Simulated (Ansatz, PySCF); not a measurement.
The pair A = H2O (SMILES O) (first 3 atoms), B = CHN (SMILES C#N); geometry from B3LYP-D3(BJ)/def2-TZVP.
(charge 0, multiplicity 1):
```xyz
6

O     -0.08341    -0.07771    -0.10327
H      0.70905    -0.23245    -0.62767
H     -0.82821    -0.23088    -0.69383
C     -0.21763    -0.26153     2.97426
N     -0.26657    -0.34830     4.11700
H     -0.17158    -0.18329     1.90091
```

Cores are frozen in the correlated methods. CBS: X⁻³ extrapolation of the correlation energy, Hartree–Fock from the larger set.

Codes used: Ansatz (an electronic-structure program); PySCF for the dispersion terms. Each number belongs to the level named beside it.

The monomers are drawn apart, rigid, along the line of their centres of mass. Counterpoise-corrected interaction energies (kcal/mol):

| level | R = 4.505 Å | R = 5.309 Å |
|---|---|---|
| PBE/def2-TZVPPD | -3.0688 | -1.6017 |
| PBE-D3(BJ)/def2-TZVPPD | -3.2852 | -1.6900 |
| wB97M-V/def2-TZVPPD | -3.2558 | -1.7331 |
| CCSD(T)/CBS(aug-cc-pVDZ, aug-cc-pVTZ) | -3.2379 | -1.7008 |

### Question
R is the distance of the centres of mass. Find the local exponent m of E ∝ R⁻ᵐ between the two points.

### Answer

m = ln(E₁/E₂)/ln(R₂/R₁): PBE/def2-TZVPPD 4.0; PBE-D3(BJ)/def2-TZVPPD 4.0; wB97M-V/def2-TZVPPD 3.8; CCSD(T)/CBS(aug-cc-pVDZ, aug-cc-pVTZ) 3.9. For scale, two fixed dipoles give m = 3, dipole and quadrupole 4, quadrupoles 5, and dispersion or dipole-induced dipole 6 at long range; at these distances several terms mix, and what is left of overlap and damping shifts m, so it need not match one of them.
